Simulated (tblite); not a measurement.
Species: F2H3SSi2 (doublet state).
Structure used (GFN2-xTB), in Å, numbered top down from 1:
```
atom  x, y, z in Å
F1     1.5753    1.3136   -0.8527
Si2    1.7000    0.5847    0.5928
S3     0.4791   -1.1897    0.4773
Si4   -1.3930   -0.3958   -0.1934
F5    -1.8494    0.7255    0.8632
H6     3.0807    0.1563    0.6424
H7    -1.2563    0.3072   -1.4493
H8    -2.3272   -1.4924   -0.1051
```

Calculated harmonic vibrations of the isolated species, GFN2-xTB (tblite), most abundant isotopes, no scaling. Errors from tens to a few hundred cm⁻¹ against measured bands are possible. Modes of hydrogen on silicon can be 10 to 20 % off. One conformer, not necessarily the lowest. Open shells enter through the occupations alone, without spin polarisation, and single modes of such species can be off by tens of per cent.

Harmonic wavenumbers (cm⁻¹): 32.3, 53.7, 93.4, 185.1, 202.7, 457.6, 490.1, 509.1, 538.3, 566.1, 602.2, 710.3, 738.7, 776.6, 824.5, 2378.6, 2410.8, 2437.1.

A = 3699, B = 1585, C = 1340 MHz; mass 128.946 u (most abundant isotopes); point group C1, symmetry number 1; spin multiplicity 2.

Problem. Zero-point energy?

Solution. Half the sum of the wavenumbers: 7004 cm⁻¹ = 83.78 kJ/mol.

Problem. What is S at 273.15 K and 1 bar for an ideal gas of classical rigid rotors and harmonic oscillators?

Solution. Translation 167.64, rotation 116.50, vibration 88.93, spin (R ln 2) 5.76: S = 378.8 J/(mol K).

Problem. And Cp and H(273.15 K) − H(0)?

Solution. Cp = 110.57 J/(mol K), of which vibrations give 77.31 (their classical limit is 18 R = 149.7); H(273.15 K) − H(0) = 20.73 kJ/mol without the zero-point energy, 11.64 from vibrations.

Problem. How do the functions run with temperature in this model?

Solution. 
```csv
T (K),S (J/(mol K)),Cp (J/(mol K)),H − H(0) (kJ/mol),G − H(0) (kJ/mol),ln q(vib)
50,250.8,54.5,2.19,-10.35,0.82
100,292.7,67.2,5.25,-24.02,2.04
298.15,388.7,115.4,23.55,-92.35,6.03
373.15,415.9,126.8,32.66,-122.54,7.38
500,454.9,139.4,49.61,-177.86,9.50
750,514.5,153.7,86.42,-299.42,13.11
1000,559.9,162.3,126.00,-433.94,16.13
```

q(vib) and H(0) count from the zero-point level.

Problem. Which modes carry the vibrational entropy at 273.15 K?

Solution. 32.3 cm⁻¹: 23.05; 53.7 cm⁻¹: 18.84; 93.4 cm⁻¹: 14.30; 185.1 cm⁻¹: 8.85; 202.7 cm⁻¹: 8.15; 457.6 cm⁻¹: 2.76 J/(mol K); the other 12 give 12.98 together.

Problem. Blend soft modes into free rotors: weight 1/[1 + (100 cm⁻¹/ν̃)⁴] for the oscillator and the rest for a rotor with moment μB/(μ + B), μ = h/(8π²ν), B = 10⁻⁴⁴ kg m². What vibrational entropy results?

Solution. 76.60 J/(mol K) in place of 88.93, which changes −T·S at 273.15 K by +3.37 kJ/mol.

Hindered rotation and anharmonicity are outside this model. Other conformers, if any are populated, would add a mixing term that is left out. The structure is chiral; the term R ln 2 for an equal mix with its mirror image is left out.
